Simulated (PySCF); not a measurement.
**Electron correlation in Sn⁺ (tin, charge +1)**

[Kr] 4d10 5s2 5p1, 2P determinant. Calculation: PySCF 2.14, in cc-pVTZ-PP with ECP28MDF; a scalar-relativistic core potential. Frozen: 4s2 4p6 4d10; 3 electrons correlated.

MP2 pair energies summed by pair of shells (mhartree):

```tsv
pair	energy	share (%)
5s-5s	-18.20	56.6
5s-5p	-13.96	43.4
```

Total MP2 correlation energy: -32.15 mhartree.

Same-spin part -2.21 and opposite-spin part -29.95 mhartree; SCS-MP2 scales them by 1/3 and 6/5 to -36.67 mhartree.

```csv
level,correlation energy (mhartree)
CCSD,-44.05
(T),-0.66
CCSD(T),-44.71
```

Diagnostics: T1 = 0.010, D1 = 0.0239, largest double amplitude 0.093.

Is a single reference adequate?

Mostly. T1 lies below 0.03, but a double amplitude of this size points to a near-degeneracy that CCSD handles and MP2 describes poorly.
